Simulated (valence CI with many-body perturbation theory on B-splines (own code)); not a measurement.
The numbers below are computed, except where a source is named.
## Hyperfine factors and g values of Au7+

Method: configuration interaction combined with many-body perturbation theory (CI+MBPT): four valence electrons over a frozen Dirac-Fock core [Xe] 4f14, a basis of 9 s, 9 p, 10 d, 8 f, 5 g, 3 h, 1 i functions for each j, with the one-electron correlation potential Σ1 (screened to all orders), the two-electron term Σ2, the three-electron term Σ3, Breit, model QED; selected single and double excitations, second order for the rest, scaled by the run's own slope (own B-spline code, finite nucleus).

No measured spectrum was set against this ion. As an estimate, terms of the open shell hold to 2 to 4 % of their energy, and close levels can change places; different configurations can be misplaced against each other by 1,000 to 8,000 cm⁻¹. Core correlation moves these levels by up to 16000 cm⁻¹, and in measured spectra 5 to 20 % of such shifts remained as error; rates that hang on mixing are uncertain with them. Only levels of the ground parity were solved; by the run's estimate the other parity begins above the list, which can be wrong where configurations are misplaced.

A/g_I is the dipole constant over the nuclear g factor μ/I (μ in nuclear magnetons, uniformly magnetised nucleus), B/Q the quadrupole constant per barn. Both hold the static response of the core; the bare values leave it out. Large factors of s and p1/2 electrons are usually good to 5 to 10 %; those of open d and f shells near neutrality can be off by tens of per cent, and small factors of p3/2, d and f electrons come from cancelling terms and can be off by a factor of two or in sign, in half-filled shells by more. B is blank for J = 1/2, where it vanishes, and for nearly pure S terms. Energies count from the lowest level. Levels with J = 0 are left out.

Levels are named by their leading jj configuration (3d3/2^4 stands for four electrons in 3d with j = 3/2), which in mixed levels can hold well under half, so a name can repeat and another be missing. Letters in brackets count levels of one name in rising energy.

```
                     Level  E (cm⁻¹)      g  A/g_I (MHz)  A/g_I bare  B/Q (MHz/b)  B/Q bare
       (5d3/2^3 5d5/2) J=1      9561  1.499        -1350        -133          810       702
 (5d3/2^2 5d5/2^2) J=2 [a]     16534  1.448         -693         592          900       754
 (5d3/2^2 5d5/2^2) J=3 [a]     21100  1.403         -196        1090        -88.5      -163
       (5d3/2^3 5d5/2) J=4     22459  1.260          652        1600        -1250     -1240
 (5d3/2^2 5d5/2^2) J=4 [a]     32999  1.074         1310        1590         -249      -279
 (5d3/2^2 5d5/2^2) J=3 [b]     37514  0.933         1890        1750          502       450
 (5d3/2^2 5d5/2^2) J=2 [b]     38456  0.899         1850        1480         1360      1250
     (5d3/2^2 5d5/2^2) J=5     40311  1.076         1370        1700         1780      1530
     (5d3/2^2 5d5/2^2) J=1     41607  1.315          390        1490        -51.0     -71.9
     (5d3/2^2 5d5/2^2) J=6     43534  1.108         1300        1770         1950      1650
 (5d3/2^2 5d5/2^2) J=4 [b]     47434  1.028         1690        1920         -986      -840
 (5d3/2^2 5d5/2^2) J=2 [c]     48475  1.196          801        1460          416       343
 (5d3/2^2 5d5/2^2) J=3 [c]     49749  1.174         1080        1770          804       696
   (5d3/2 5d5/2^3) J=4 [a]     52349  1.175          751        1290          261       234
   (5d3/2 5d5/2^3) J=3 [a]     56878  1.094          974        1210          203       247
 (5d3/2^2 5d5/2^2) J=2 [d]     58726  1.093         1660        2220          336       250
       (5d3/2 5d5/2^3) J=5     60662  1.156          939        1470        -1270     -1130
   (5d3/2 5d5/2^3) J=1 [a]     62157  0.711         2980        2150          661       548
       (5d3/2 5d5/2^3) J=6     62659  1.058         1440        1710         2740      2460
 (5d3/2^2 5d5/2^2) J=4 [c]     67663  1.111         1040        1410         1850      1610
 (5d3/2^2 5d5/2^2) J=2 [e]     69043  1.265          471        1360         -131      -174
   (5d3/2 5d5/2^3) J=3 [b]     72807  1.076         1320        1620         1680      1590
 (5d3/2^2 5d5/2^2) J=2 [f]     75409  1.103         1280        1700         1090       984
             (5d5/2^4) J=4     84350  1.117          977        1330         -382      -271
   (5d3/2 5d5/2^3) J=3 [c]     85332  1.068         1480        1810         2570      2230
   (5d3/2 5d5/2^3) J=1 [b]     85910  1.475        -1080         215         -990      -833
             (5d5/2^4) J=2     86175  0.993         1830        1900          895       834
   (5d3/2 5d5/2^3) J=4 [b]     90139  1.082         1400        1770         1180      1050
       (5d3/2 5d5/2^3) J=2    107210  1.001         1570        1610        -2400     -2170
          (5d3/2^3 6s) J=1    188720  0.114       -13900      -13600         -748      -664
          (5d3/2^3 6s) J=2    192690  1.021        14200       13000        -1310     -1180
(5d3/2^2 5d5/2 6s) J=3 [a]    201850  1.239        10000        9630         -813      -775
(5d3/2^2 5d5/2 6s) J=2 [a]    208000  1.131         3250        3470         -810      -755
(5d3/2^2 5d5/2 6s) J=4 [a]    208800  1.290         8460        8370         -321      -385
(5d3/2^2 5d5/2 6s) J=1 [a]    212570  2.061        14900       15200          355       280
```

**Question.** Take the isotope of mass number 197, with I = 3/2, μ = 0.1452 μN and Q = 0.547 b. What is the hyperfine structure of (5d3/2^2 5d5/2^2) J=5?

**Answer.** From the table A = 133 MHz, B = 975 MHz. Shifts from the centre of gravity in MHz: F = 7/2: -774, F = 9/2: -810, F = 11/2: -257, F = 13/2: 1240.
